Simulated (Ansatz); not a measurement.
Basis-set series for AlClFH2N, SMILES `[NH2][Al]([F])[Cl]`. The species carries charge 0 and has multiplicity 1. All single points use the PBE0-D4/def2-TZVP geometry. It is one conformer, not always the lowest.

| functional | basis | functions | energy (Eh) | HOMO (eV) | LUMO (eV) |
| --- | --- | --- | --- | --- | --- |
| PBE0-D4 | def2-SVP | 74 | -857.84942 | -7.81 | -0.36 |
| PBE0-D4 | def2-TZVPP | 174 | -858.29359 | -8.03 | -0.62 |
| ωB97M-V | def2-SVP | 74 | -858.19103 | -10.18 | 1.28 |
| ωB97M-V | def2-TZVPP | 174 | -858.63742 | -10.43 | 0.98 |

(1) Give the rows for def2-QZVPP. (An estimate is asked.)

Results:

(1) Computed: 
```json
{"functional": "PBE0-D4", "basis": "def2-QZVPP", "functions": "314", "energy (Eh)": "-858.32474", "HOMO (eV)": "-8.09", "LUMO (eV)": "-0.82"}
{"functional": "ωB97M-V", "basis": "def2-QZVPP", "functions": "314", "energy (Eh)": "-858.66693", "HOMO (eV)": "-10.49", "LUMO (eV)": "0.60"}
```

Positive LUMOs are unbound and depend on the basis.
